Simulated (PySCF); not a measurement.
Which determinant of CsI lies lowest?

Unrestricted PBE0; basis Cs def2-TZVPP with ECP46, I def2-TZVPP with ECP28; scalar-relativistic core potentials; PySCF 2.14. Outer shells of the fragments: Cs 6s1; I 4d10 5s2 5p5.

Followed along the bond (rough minima from three points):

| 2Ms+1 | unpaired | ⟨S²⟩ at the start | R at minimum (Å) | Te (eV) |
| --- | --- | --- | --- | --- |
| 1 | none | 0.00 | 3.34 | 0.00 |
| 3 | σ ↑, π ↑ | 2.00 | none in the scan | ≤ 3.65 |

Solutions found at the starting distance of 3.515 Å, counted from the lowest of them; the search is not exhaustive and high or unbound solutions are not listed, so other states can lie among these:

```
2Ms+1  unpaired   term  E (eV)  ⟨S²⟩  ⟨Lz²⟩   μ (D)
    1      none    ¹Σ⁺    0.00  0.00   0.00  -12.57
    3  σ ↑, π ↑     ³Π    3.72  2.00   1.01    1.58
    1  σ ↑, π ↓  mixed    3.74  1.00   1.01    1.86
    3      π ↑↑  mixed    4.82  2.00   2.01    1.26
    3      π ↑↑  mixed    4.86  2.00   2.01    3.17
    3  π ↑, δ ↑  mixed    5.11  2.00   5.01    0.85
```

A term symbol is given only where ⟨S²⟩ and ⟨Lz²⟩ are close to those of a pure state; real π, δ and φ orbitals otherwise mix terms. A positive dipole means Cs(−)I(+).

The measured ground state is X ¹Σ+ (Huber and Herzberg, Constants of Diatomic Molecules (1979)).

Spin–orbit coupling is left out. Counting both spins, an empty level lies below a filled one in some of these solutions, because spin and occupation are held.
